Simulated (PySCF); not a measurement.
H$_{2}$Se, charge -1, doublet, at the geometry of the source list (a state made from the parent by changing its charge; the spin is typed, not shown lowest) (in this run its highest filled SCF level lies above zero, so its values depend strongly on the basis, on diffuse functions most of all). Base run: CAMB3LYP/def2-SVP run with PySCF.

Here is a job for PySCF.
```python
from pyscf import gto, scf, dft

mol = gto.M(
    atom='''
Se   -0.00260000    0.66900000    0.00000000
H    -1.03130000   -0.33780000    0.00000000
H     1.03390000   -0.33120000   -0.00000000
''',
    basis='def2-svp',
    charge=-1,
    spin=1,
    verbose=4,
)

mf = dft.UKS(mol)
mf.xc = 'camb3lyp'
mf.kernel()
mf.analyze()
```

Variants of this job, named by their change:

```json
[
 {"change": "base", "ΔE vs base (µEh)": "0.0", "grid points": "40040", "electrons on the grid": "37.00000", "outcome": "converged"},
 {"change": "grids.atom_grid = (50, 194)", "ΔE vs base (µEh)": "-46.7", "grid points": "19464", "electrons on the grid": "37.00001", "outcome": "converged"},
 {"change": "grids.level = 7", "ΔE vs base (µEh)": "0.3", "grid points": "186984", "electrons on the grid": "37.00000", "outcome": "converged"},
 {"change": "grids.level = 2", "ΔE vs base (µEh)": "-2.4", "grid points": "23824", "electrons on the grid": "37.00001", "outcome": "converged"},
 {"change": "grids.atom_grid = (75, 302)", "ΔE vs base (µEh)": "-2.1", "grid points": "42752", "electrons on the grid": "37.00000", "outcome": "converged"},
 {"change": "grids.prune = dft.gen_grid.treutler_prune", "ΔE vs base (µEh)": "0.5", "grid points": "37152", "electrons on the grid": "37.00000", "outcome": "converged"},
 {"change": "grids.prune = off", "ΔE vs base (µEh)": "0.3", "grid points": "69264", "electrons on the grid": "37.00000", "outcome": "converged"},
 {"change": "grids.level = 0", "ΔE vs base (µEh)": "-9243", "grid points": "3688", "electrons on the grid": "37.00075", "outcome": "converged"},
 {"change": "grids.atom_grid = (150, 974)", "ΔE vs base (µEh)": "0.4", "grid points": "236736", "electrons on the grid": "37.00000", "outcome": "converged"},
 {"change": "grids.prune = dft.gen_grid.sg1_prune", "ΔE vs base (µEh)": "-", "grid points": "-", "electrons on the grid": "-", "outcome": "input refused"},
 {"change": "grids.level = 4", "ΔE vs base (µEh)": "0.1", "grid points": "61608", "electrons on the grid": "37.00000", "outcome": "converged"}
]
```

Open shells are given as the SCF converged; they aren't shown to be the lowest states, and a large step between rows can be another state.

- grids.prune = dft.gen_grid.sg1_prune: ended with `IndexError: index 34 is out of bounds for axis 0 with size 19`
